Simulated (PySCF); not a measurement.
Ni²⁺: excitation energy

Ni²⁺ [Ar] 3d8 (3F) → Ni²⁺ [Ar] 3d7 4s1 (5F), as a difference of total energies. Computed with PySCF 2.14 in ANO-RCC-VTZP (6s5p3d2f1g, 59 functions), with the spin-free X2C one-electron Hamiltonian (Gaussian nucleus). Correlated levels: valence: [Ar] frozen; valence and next inner shell: [Ne] frozen. The calculations carry no spin-orbit coupling.

| method | excitation energy (eV) |
| --- | --- |
| UHF | 5.520 |
| LDA | 7.314 |
| PBE | 7.108 |
| PBE0 | 6.941 |
| r2SCAN | 7.008 |
| HSE06 | 6.888 |
| wB97M-V | 7.267 |
| CAM-B3LYP | 7.002 |
| MP2 (valence) | 7.182 |
| SCS-MP2 (valence) | 7.315 |
| MP2 (valence and next inner shell) | 7.481 |
| SCS-MP2 (valence and next inner shell) | 7.436 |

How much does correlation contribute at MP2 (valence and next inner shell)?

7.481 − (5.520) = 1.961 eV, measured against UHF.

A first-order spin-orbit estimate (lowest level to lowest level, LS coupling) adds -0.011 eV.

The basis was made for the ground configuration and has no added diffuse functions, so the excitation energy can come out too high.
